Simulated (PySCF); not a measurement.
19F chemical shifts

PySCF 2.14 calculation with shieldings: GIAO PBE0/pcSseg-1 and GFN2-xTB geometry; no relativistic terms, fast rotation and ring inversion assumed for equivalent nuclei, one computed conformer, gas phase.

Shieldings were converted by a linear fit to measured shifts: 19F: δ = 146.13 − 0.903σ +14.6 on sp3 carbon (rms 6.0 ppm, 223 shifts, 7.0 ppm with the 5 outliers that the fit left out vs CFCl3, solution or neat liquid). A few per cent of atoms miss by over 2 rms, more outside the fitted compound classes.

Question: Give the 19F shifts of `CO/C=C1/C[C@]1(F)C#N`, `C[P@@](=O)(O)C(F)=C(F)F`, `C[Si@]1(CC(F)F)CO[SiH2]O1`, `FC(F)=C(F)/P=P/C[SiH3]`, `C[C@@]1(C(F)(F)F)C[C@]1(F)C(=O)Cl`.

Answer: 
| compound | environment | δ (ppm) |
| --- | --- | --- |
| CO/C=C1/C[C@]1(F)C#N | fluorine on an sp3 carbon | -170.1 |
| [CH3:1][P@@:2](=[O:3])([OH:4])[C:5]([F:6])=[C:7]([F:8])[F:9] | F9: vinylic fluorine | -87.4 |
| [CH3:1][P@@:2](=[O:3])([OH:4])[C:5]([F:6])=[C:7]([F:8])[F:9] | F8: vinylic fluorine | -109.8 |
| [CH3:1][P@@:2](=[O:3])([OH:4])[C:5]([F:6])=[C:7]([F:8])[F:9] | F6: vinylic fluorine | -201.2 |
| [CH3:1][Si@:2]1([CH2:3][CH:4]([F:5])[F:6])[CH2:7][O:8][SiH2:9][O:10]1 | F6: fluorine of a CF2 group | -104.4 |
| [CH3:1][Si@:2]1([CH2:3][CH:4]([F:5])[F:6])[CH2:7][O:8][SiH2:9][O:10]1 | F5: fluorine of a CF2 group | -104.7 |
| [F:1][C:2]([F:3])=[C:4]([F:5])/[P:6]=[P:7]/[CH2:8][SiH3:9] | F3: vinylic fluorine | -91.3 |
| [F:1][C:2]([F:3])=[C:4]([F:5])/[P:6]=[P:7]/[CH2:8][SiH3:9] | F1: vinylic fluorine | -102.0 |
| [F:1][C:2]([F:3])=[C:4]([F:5])/[P:6]=[P:7]/[CH2:8][SiH3:9] | F5: vinylic fluorine | -169.9 |
| [CH3:1][C@@:2]1([C:3]([F:4])([F:5])[F:6])[CH2:7][C@:8]1([F:9])[C:10](=[O:11])[Cl:12] | F4/5/6: fluorine of a CF3 group (×3) | -63.8 |
| [CH3:1][C@@:2]1([C:3]([F:4])([F:5])[F:6])[CH2:7][C@:8]1([F:9])[C:10](=[O:11])[Cl:12] | F9: fluorine on an sp3 carbon | -179.5 |

Question: Order these by 19F shift, lowest first.
A. C#C/C(=C\F)C(=O)NC
B. CSC1=CC=CC[C@@H]1F
C. C#C[C@H](C)/C(=C\F)SC

Answer: B (-163.2 ppm, fluorine on an sp3 carbon), C (-130.9 ppm, vinylic fluorine), A (-97.0 ppm, vinylic fluorine).
